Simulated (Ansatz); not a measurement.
```xyz
7

C     0.2855    0.9271    0.4469
In   -0.2840   -0.7637   -0.7190
Cl   -0.5851   -2.6642    0.6423
H     0.3125    1.8401   -0.1462
H    -0.4236    1.0401    1.2676
H     1.2729    0.7406    0.8721
H    -0.5781   -1.1199   -2.3637
```

Charge 0, multiplicity 1. In: def2 effective core potential.

**Question.** List the ωB97M-V/def2-TZVPP orbital energies in eV (Ansatz). (Best estimate.)

**Answer.** Ansatz gave: Occupied: -2770.82, -281.55, -261.19, -198.64, -198.57, -198.54, -131.64, -88.11, -87.85, -87.74, -25.14, -24.64, -24.43, -24.35, -24.32, -23.52, -21.88, -14.38, -14.06, -13.97, -11.30, -10.95, -10.79, -10.06. Lowest empty: -0.11, 1.05, 1.28, 2.26, 2.59, 3.30, 4.10, 4.78.
